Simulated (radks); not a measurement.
Results of a calculation; reference values are marked as such.
Q: Valence configurations of Ca+ (all share [Ar]). Level of theory: scalar-relativistic Kohn-Sham, PBE, spin-polarised, spherical densities, point nucleus; open shells are filled with parallel spins first (a radial shooting solver on a logarithmic mesh with Libxc functionals). Order these by energy: 4p1; 3d1; 4s1; 3d0.5 4s0.5; 3d0.5 4p0.5.

A: From the lowest, in eV above it: 4s1 0.000; 3d0.5 4s0.5 0.577; 3d1 1.427; 3d0.5 4p0.5 2.028; 4p1 3.070. NIST lists [Ar] 4s1 as the ground configuration; this level of theory agrees among the configurations tried. The energies are those of spherical high-spin densities, not of single terms.
